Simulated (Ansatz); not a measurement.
Calculated with Ansatz (gas phase, PBE0-D4/def2-TZVP geometries, no zero-point term in ΔE). CCSD(T)/CBS adds triple-zeta CCSD(T) − MP2 to the extrapolated MP2 energy (def2 sets, frozen cores). def2 core potentials past Kr. For Sb outer-core shells are correlated without core-valence functions, which leaves a few kJ/mol of doubt a bond. Each species was taken in one conformer, which may not be the lowest.

Consider the cleavage of the B–Sb bond: `O[B](O)[SbH2]` + `O[Si](Cl)(Cl)Cl` → `OB(O)O[Si](Cl)(Cl)Cl` + stibine.

```csv
species,CCSD(T)/CBS(def2) energy (Eh)
`O[B](O)[SbH2]`,-417.65203
`O[Si](Cl)(Cl)Cl`,-1744.40331
`OB(O)O[Si](Cl)(Cl)Cl`,-1920.31923
`[SbH3]`,-241.78682
```

Work out ΔE.

ΔE = (-1920.31923) + (-241.78682) − (-417.65203) − (-1744.40331) = -0.05071 Eh = -31.8 kcal/mol.

Largest T1 diagnostic among the species: 0.014.

The D4 term adds −1.1 kcal/mol with B3LYP and −0.8 kcal/mol with PBE0; it sums over pairs of atoms, weighted by their polarisabilities, and B3LYP, whose exchange is more repulsive, gets the larger term. In def2-TZVPP, CCSD(T) changes the Hartree–Fock value by +5.6 kcal/mol (the triples alone add +0.9 kcal/mol) and MP2 by +7.1 kcal/mol.

B3LYP here is the variant with VWN-RPA as its local correlation; programs differ in this.
